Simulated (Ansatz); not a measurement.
Species: C2H4S2, SMILES `C(S)C=S` (S–C–C–S torsion 113°, C–C–S–H torsion 76°) (charge 0, multiplicity 1), formula C₂H₄S₂.

Question: How many basis functions does frozen-core CCSD(T)/cc-pVTZ // PBE-D3(BJ)/def2-TZVP (Ansatz, a program for electronic structure) use, how many core orbitals are frozen, and how many electrons are correlated?

Answer: 184 basis functions and 12 frozen orbitals, which leaves 24 correlated electrons. Core time is of the order of minutes.
